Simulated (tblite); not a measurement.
C6H12P2.
Numbering: `[CH2:1]=[CH:2][P:3]([CH2:4][PH2:5])[C:6](=[CH2:7])[CH3:8]` (hydrogens: H9, H10 on C1; H11 on C2; H12, H13 on C4; H14, H15 on P5; H16, H17 on C7; H18, H19, H20 on C8)

Cartesian coordinates in Å at the GFN2-xTB level; atoms count from 1:
```xyz
20
C6H12P2 angstrom
C     -2.293    1.433   -0.177
C     -1.340    1.119   -1.041
P     -0.406   -0.443   -1.033
C      1.250    0.308   -1.461
P      2.647   -0.914   -1.367
C     -0.206   -0.684    0.781
C     -0.683   -1.810    1.296
C      0.466    0.369    1.605
H     -2.535    0.793    0.657
H     -2.865    2.344   -0.263
H     -1.131    1.760   -1.891
H      1.197    0.649   -2.502
H      1.481    1.178   -0.839
H      1.990   -1.914   -2.082
H      2.270   -1.494   -0.154
H     -0.626   -2.030    2.351
H     -1.147   -2.559    0.675
H      0.290    0.193    2.665
H      0.093    1.359    1.345
H      1.543    0.355    1.432
```

All values are computed: GFN2-xTB (tblite) harmonic vibrations without scaling, gas phase. The method is semi-empirical: single wavenumbers can be off by several per cent or more. Modes of hydrogen on phosphorus can be 10 to 20 % off. One conformer, not necessarily the lowest.

Harmonic wavenumbers (cm⁻¹): 51.1, 74.2, 90.7, 126.6, 136.3, 162.0, 183.8, 230.3, 245.5, 311.3, 347.7, 370.4, 448.8, 542.5, 614.9, 660.7, 668.9, 690.1, 706.8, 747.7, 865.4, 878.7, 890.7, 907.2, 946.5, 995.8, 1004.2, 1006.2, 1034.1, 1062.7, 1144.8, 1146.8, 1193.9, 1241.2, 1389.6, 1397.1, 1402.2, 1408.7, 1476.4, 1483.0, 1648.7, 1678.7, 2259.5, 2322.9, 2912.1, 2926.5, 2983.4, 3012.3, 3013.8, 3024.6, 3076.2, 3081.3, 3105.4, 3109.0.

A = 1907, B = 1002, C = 812.2 MHz; mass 146.041 u (most abundant isotopes); point group C1, symmetry number 1.

Question: Zero-point energy?

Answer: Half the sum of the wavenumbers: 34220 cm⁻¹ = 97.84 kcal/mol.

Question: Entropy at 500 K, 1 bar (ideal gas, RRHO, classical rotation)?

Answer: Translation 43.44, rotation 31.26, vibration 58.16: S = 132.9 cal/(mol K).

Question: And Cp and H(500 K) − H(0)?

Answer: Cp = 62.03 cal/(mol K), of which vibrations give 54.08 (their classical limit is 54 R = 107.3); H(500 K) − H(0) = 18.64 kcal/mol without the zero-point energy, 14.66 from vibrations.

Question: Which modes carry the vibrational entropy at 500 K?

Answer: 51.1 cm⁻¹: 5.80; 74.2 cm⁻¹: 5.06; 90.7 cm⁻¹: 4.66; 126.6 cm⁻¹: 4.00; 136.3 cm⁻¹: 3.86; 162.0 cm⁻¹: 3.52 cal/(mol K); the other 48 give 31.25 together.

Question: How do the functions run with temperature in this model?

Answer: 
| T (K) | S (cal/(mol K)) | Cp (cal/(mol K)) | H − H(0) (kcal/mol) | G − H(0) (kcal/mol) | ln q(vib) |
| --- | --- | --- | --- | --- | --- |
| 150 | 82.1 | 27.3 | 2.66 | -9.66 | 3.62 |
| 250 | 98.6 | 38.1 | 5.93 | -18.72 | 6.86 |
| 298.15 | 105.8 | 43.3 | 7.89 | -23.64 | 8.37 |
| 400 | 120.0 | 53.6 | 12.84 | -35.14 | 11.51 |
| 600 | 144.8 | 69.0 | 25.20 | -61.68 | 17.41 |
| 900 | 175.8 | 83.8 | 48.30 | -109.94 | 25.53 |

q(vib) and H(0) count from the zero-point level.

Question: Blend soft modes into free rotors: weight 1/[1 + (100 cm⁻¹/ν̃)⁴] for the oscillator and the rest for a rotor with moment μB/(μ + B), μ = h/(8π²ν), B = 10⁻⁴⁴ kg m². What vibrational entropy results?

Answer: 54.17 cal/(mol K) in place of 58.16, which changes −T·S at 500 K by +2.00 kcal/mol.

Question: What must be added to the electronic energy to get the Gibbs energy at 500 K and 1 bar?

Answer: ZPE + [H(500 K) − H(0)] − T·S = 97.84 + 18.64 − 66.43 = 50.05 kcal/mol.

Hindered rotation and anharmonicity are outside this model. Other conformers, if any are populated, would add a mixing term that is left out. The structure is chiral; the term R ln 2 for an equal mix with its mirror image is left out.
